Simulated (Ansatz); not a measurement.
`[F][Ga]([SH])[Br]` + H₂O → `[OH][Ga]([F])[Br]` + H₂S at 500 K and 1 bar (formal hydrolysis of a Ga–S bond).

Calculated with Ansatz (gas phase, PBE0-D4/def2-TZVP geometries, no zero-point term in ΔE). CCSD(T)/CBS adds triple-zeta CCSD(T) − MP2 to the extrapolated MP2 energy (def2 sets, frozen cores). This one scheme is used for every species. For Br, Ga outer-core shells are correlated without core-valence functions, which leaves a few kJ/mol of doubt a bond. Scalar relativity is left out up to krypton. One conformer a species, not always the lowest.

| species | CCSD(T)/CBS energy (Eh) | H − E (kJ/mol) | S (J/(mol·K)) |
| --- | --- | --- | --- |
| `[F][Ga]([SH])[Br]` | -4995.56584 | 69.9 | 397.0 |
| H₂O | -76.37941 | 73.2 | 206.3 |
| `[OH][Ga]([F])[Br]` | -4672.95707 | 78.8 | 379.6 |
| H₂S | -398.97279 | 57.0 | 224.0 |

H − E and S are ideal-gas, rigid-rotor, harmonic terms from PBE0-D4/def2-TZVP, for one conformer and one mirror image of each species. 1 Eh = 2625.50 kJ/mol, R = 8.31446 J/(mol·K).

Problem. By hand: ΔE, ΔH, ΔS and ΔG.

Solution. ΔE = (-4672.95707) + (-398.97279) − (-4995.56584) − (-76.37941) = 0.01539 Eh = 40.4 kJ/mol. Δ(H − E) = 78.8 + 57.0 − 69.9 − 73.2 = -7.3, so ΔH = 33.1 kJ/mol. ΔS = 379.6 + 224.0 − 397.0 − 206.3 = 0.3 J/(mol·K). ΔG = 33.1 − 500 × (0.3)/1000 = 33.0 kJ/mol.

Problem. By hand: the equilibrium constant, and the temperature at which ΔG would vanish if ΔH and ΔS stayed fixed.

Solution. log₁₀ K = −ΔG/(RT ln 10) = -3.4. ΔG = 0 at ΔH/ΔS = 110333 K, far beyond where these terms or the molecules hold.

The number of gas molecules stays the same, so ΔS is small and ΔH decides. A doubt of 5 kJ/mol in ΔE shifts log₁₀ K by 0.5 here. Other conformers and mirror images would add mixing entropy, several J/(mol·K) or more a flexible species. These are equilibria of isolated gas molecules and say nothing of rates. Largest T1 diagnostic: 0.012 (customary marks: 0.02 for closed shells, 0.045 for open ones).
